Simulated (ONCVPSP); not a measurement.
Scattering properties, ONCV potential for Er

* Element: erbium
* Generator: ONCVPSP 4.0.1
* Type: optimised norm-conserving Vanderbilt (ONCV)
* Functional: LDA (Perdew-Zunger)
* Relativity: fully relativistic
* Frozen core: [Kr] 4d10
* Valence charge: 22
* Reference configuration: 4f12 5s2 5p6 6s2
* Partial waves: 5s+6s: rc 2.40 bohr, ncon 4, nbas 8, qcut 4.3 1/bohr, 2 projectors; 5p: rc 1.65 bohr, ncon 4, nbas 8, qcut 4.2 1/bohr, 2 projectors, debl 1.9 Ha; d scattering state at 0.03 Ha: rc 2.55 bohr, ncon 4, nbas 7, qcut 4 1/bohr, 2 projectors, debl 1.8 Ha; 4f: rc 0.75 bohr, ncon 4, nbas 9, qcut 19 1/bohr, 2 projectors, debl 3.3 Ha
* Local potential: polynomial inside 0.65 bohr (lpopt 5, dvloc0 6 Ha)
* Core correction: polynomial model core, fcfact 0.75

Open shells are filled in proportion to 2j + 1.

In the d channel the program set the typed energies aside and used 0.050, 1.850 Ha (j = l + 1/2; the other j can differ).

The phase is arctan(r·R′/R) of the radial function R(r), unwrapped; energies in Ha, scanned from -3 to 5 Ha. A pole is an energy at which the radial function vanishes at the test radius. The pseudo phase is shifted by a multiple of π to meet the all-electron one at the reference energy, and phase errors are pseudo minus all-electron; the curves can meet again beyond the range given. Levels narrower than the energy grid can be missing from the lists of poles. Where the grid stepped over a known ghost or core level, its pole and its step of π were put in at the level’s energy.

| channel | radius (bohr) | reference energy (Ha) | poles, all-electron | poles, pseudo | unbroken range about the reference energy with phases within 0.05 rad | phase error 1 Ha above the reference energy (rad) |
| --- | --- | --- | --- | --- | --- | --- |
| s | 2.44 | -0.15 | -1.83, 2.34 | -1.83, 2.08, 3.82 | below 2.3 | -0.005 |
| p3/2 | 1.67 | -0.92 | 0.81 | 0.81 | the whole range | -0.000 |
| p1/2 | 1.67 | -1.12 | 0.28 | 0.28 | the whole range | +0.000 |
| d5/2 | 2.59 | 0.05 | 0.59, 4.16 | 0.59, 4.21 | the whole range | +0.000 |
| d3/2 | 2.59 | 0.05 | 0.55, 4.08 | -1.46, 0.55, 4.14 | above -1.5 | +0.000 |
| f7/2 | 0.76 | -0.11 | 4.73 | 4.73 | the whole range | +0.000 |
| f5/2 | 0.76 | -0.15 | 4.60 | 4.60 | the whole range | +0.000 |

Note: ghosts flagged at negative energy: s at -484.0 eV, p3/2 at -157.6 eV, d5/2 at -81.7 eV, p1/2 at -117.7 eV, d3/2 at -39.6 eV; no localised positive-energy state flagged. A true bound ghost makes a file unfit for plane-wave use.

Phases in the d3/2 channel:

```json
{"E (Ha)": "-2.98", "all-electron": "1.379", "pseudo": "4.521"}
{"E (Ha)": "-2.76", "all-electron": "1.369", "pseudo": "4.511"}
{"E (Ha)": "-2.54", "all-electron": "1.359", "pseudo": "4.500"}
{"E (Ha)": "-2.32", "all-electron": "1.346", "pseudo": "4.487"}
{"E (Ha)": "-2.10", "all-electron": "1.330", "pseudo": "4.472"}
{"E (Ha)": "-1.88", "all-electron": "1.312", "pseudo": "4.453"}
{"E (Ha)": "-1.66", "all-electron": "1.288", "pseudo": "4.429"}
{"E (Ha)": "-1.44", "all-electron": "1.257", "pseudo": "1.265"}
{"E (Ha)": "-1.22", "all-electron": "1.215", "pseudo": "1.215"}
{"E (Ha)": "-1.00", "all-electron": "1.152", "pseudo": "1.152"}
{"E (Ha)": "-0.78", "all-electron": "1.047", "pseudo": "1.047"}
{"E (Ha)": "-0.56", "all-electron": "0.839", "pseudo": "0.839"}
{"E (Ha)": "-0.34", "all-electron": "0.309", "pseudo": "0.309"}
{"E (Ha)": "-0.12", "all-electron": "-0.680", "pseudo": "-0.680"}
{"E (Ha)": "0.10", "all-electron": "-1.221", "pseudo": "-1.221"}
{"E (Ha)": "0.32", "all-electron": "-1.442", "pseudo": "-1.442"}
{"E (Ha)": "0.54", "all-electron": "-1.566", "pseudo": "-1.565"}
{"E (Ha)": "0.76", "all-electron": "-1.658", "pseudo": "-1.658"}
{"E (Ha)": "0.98", "all-electron": "-1.747", "pseudo": "-1.747"}
{"E (Ha)": "1.20", "all-electron": "-1.858", "pseudo": "-1.858"}
{"E (Ha)": "1.42", "all-electron": "-2.037", "pseudo": "-2.036"}
{"E (Ha)": "1.64", "all-electron": "-2.423", "pseudo": "-2.422"}
{"E (Ha)": "1.86", "all-electron": "-3.288", "pseudo": "-3.288"}
{"E (Ha)": "2.08", "all-electron": "-4.009", "pseudo": "-4.008"}
{"E (Ha)": "2.30", "all-electron": "-4.301", "pseudo": "-4.300"}
{"E (Ha)": "2.52", "all-electron": "-4.439", "pseudo": "-4.438"}
{"E (Ha)": "2.74", "all-electron": "-4.519", "pseudo": "-4.518"}
{"E (Ha)": "2.96", "all-electron": "-4.572", "pseudo": "-4.571"}
{"E (Ha)": "3.18", "all-electron": "-4.611", "pseudo": "-4.609"}
{"E (Ha)": "3.40", "all-electron": "-4.642", "pseudo": "-4.640"}
{"E (Ha)": "3.62", "all-electron": "-4.668", "pseudo": "-4.665"}
{"E (Ha)": "3.84", "all-electron": "-4.690", "pseudo": "-4.686"}
{"E (Ha)": "4.06", "all-electron": "-4.711", "pseudo": "-4.706"}
{"E (Ha)": "4.28", "all-electron": "-4.731", "pseudo": "-4.724"}
{"E (Ha)": "4.50", "all-electron": "-4.751", "pseudo": "-4.742"}
{"E (Ha)": "4.72", "all-electron": "-4.772", "pseudo": "-4.761"}
{"E (Ha)": "4.94", "all-electron": "-4.796", "pseudo": "-4.781"}
```
